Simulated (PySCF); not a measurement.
SMILES [CH2]OC(C)=O (C3H5O2), doublet at its CAM-B3LYP/def2-SVP optimised geometry (Å):

```
10

C     -0.3518     1.7170     1.2570
O      0.0204     0.4233     1.0840
C     -0.4460    -0.2553     0.0000
C      0.0648    -1.6649     0.0000
O     -1.1642     0.2441    -0.8169
H     -0.9596     2.1901     0.4888
H      0.1131     2.2070     2.1079
H     -0.2614    -2.1796     0.9152
H     -0.3135    -2.1901    -0.8833
H      1.1642    -1.6649     0.0000
```

Level of theory: unrestricted CAM-B3LYP/def2-TZVP run with PySCF.

Map of the spin density (e/bohr³) on the plane z = 0.6 Å:

```
|...........................|
|...........................|
|...........................|
|...........................|
|.............:::...........|
|............:::::..........|
|.......... .=+=-:..........|
|.......... .*@*-:..........|
|.........:..*@*-:..........|
|.........::.-=-:...........|
|...........................|
|.............:-:...........|
|.............-+::..........|
|..........:::.-:...........|
|..........:::..............|
|..........:::..............|
|...........................|
|...........................|
|...........................|
|...........................|
|...........................|
|...........................|
|...........................|
|...........................|
|...........................|
|...........................|
|...........................|
```
Scale: ten equal steps from -0.008 (start of ' ') to 0.036 (end of '@'), in the order ' .:-=+*#%@'; x runs from -4.50 to 4.50, y from -4.50 (bottom) to 4.50 (top).
